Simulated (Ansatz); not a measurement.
`C#C[SiH2]C=O` + NH₃ → `C#C[SiH2]N` + `C=O` at 600 K and 1 bar (ligand exchange at the Si–C bond).

Calculated with Ansatz (gas phase, PBE0-D4/def2-TZVP geometries, no zero-point term in ΔE). CBS: MP2 limit from def2 TZ/QZ plus the TZ coupled-cluster correction, frozen cores. This one scheme is used for every species. Each species was taken in one conformer, which may not be the lowest.

| species | CCSD(T)/CBS energy (Eh) | H − E (kJ/mol) | S (J/(mol·K)) |
| --- | --- | --- | --- |
| `C#C[SiH2]C=O` | -480.72477 | 199.7 | 431.3 |
| NH₃ | -56.50880 | 112.4 | 219.5 |
| `C#C[SiH2]N` | -422.86577 | 217.8 | 395.6 |
| `C=O` | -114.39408 | 92.5 | 246.7 |

H − E and S are ideal-gas, rigid-rotor, harmonic terms from PBE0-D4/def2-TZVP, for one conformer and one mirror image of each species. 1 Eh = 2625.50 kJ/mol, R = 8.31446 J/(mol·K).

Problem. By hand: ΔE, ΔH, ΔS and ΔG.

Solution. ΔE = (-422.86577) + (-114.39408) − (-480.72477) − (-56.50880) = -0.02628 Eh = -69.0 kJ/mol. Δ(H − E) = 217.8 + 92.5 − 199.7 − 112.4 = -1.8, so ΔH = -70.8 kJ/mol. ΔS = 395.6 + 246.7 − 431.3 − 219.5 = -8.5 J/(mol·K). ΔG = -70.8 − 600 × (-8.5)/1000 = -65.7 kJ/mol.

Problem. By hand: the equilibrium constant, and the temperature at which ΔG would vanish if ΔH and ΔS stayed fixed.

Solution. log₁₀ K = −ΔG/(RT ln 10) = 5.7. ΔG = 0 at ΔH/ΔS = 8329 K, far beyond where these terms or the molecules hold.

The number of gas molecules stays the same, so ΔS is small and ΔH decides. A doubt of 5 kJ/mol in ΔE shifts log₁₀ K by 0.4 here. Other conformers and mirror images would add mixing entropy, several J/(mol·K) or more a flexible species. Modes under 60 cm⁻¹, often nearly free rotors, make the harmonic entropy too high. These are equilibria of isolated gas molecules and say nothing of rates. Largest T1 diagnostic: 0.015 (customary marks: 0.02 for closed shells, 0.045 for open ones).
